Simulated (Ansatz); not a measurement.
Cu₂H₂⁻, that is (CuH)2 ring with one electron more. Charge -1, multiplicity 2. Geometry r2SCAN-D4/def2-TZVP, that of the neutral singlet; atoms count from 1.

Cartesian coordinates in Å:
```
Cu -1.0202 0.1631 -0.2963
H -0.1406 0.9457 0.9942
Cu 1.0203 -0.1631 0.2963
H 0.1405 -0.9457 -0.9942
```

The highest occupied level of the charge -1 doublet lies above zero (up to 0.68 eV). By energy differences its removal costs 0.80 eV (vertical, to the charge 0 singlet, at PBE0-D4/def2-TZVPD); a positive level beside a positive removal energy at the same level points to self-interaction error.

Estimate the Mulliken populations from the PBE0/def2-TZVPD orbitals of Ansatz.


```json
{"atom": "Cu1", "charge (e)": "-0.52", "spin (α − β)": "0.51", "d electrons": "9.89"}
{"atom": "H2", "charge (e)": "0.02", "spin (α − β)": "-0.01", "d electrons": "–"}
{"atom": "Cu3", "charge (e)": "-0.52", "spin (α − β)": "0.51", "d electrons": "9.89"}
{"atom": "H4", "charge (e)": "0.02", "spin (α − β)": "-0.01", "d electrons": "–"}
```
Mulliken values and Mayer orders depend strongly on the basis. With diffuse functions, as here, like atoms can get unlike values, and bond orders can come out too low or too high.

Where does the spin sit?

Summed by element: Cu 1.01, H -0.01, of 1 unpaired in all. Largest on single atoms: Cu3 0.51, Cu1 0.51, H2 -0.01.

And the Mayer bond orders between bonded heavy atoms (over 0.3)?

Cu1–Cu3 1.54 (2.15 Å).
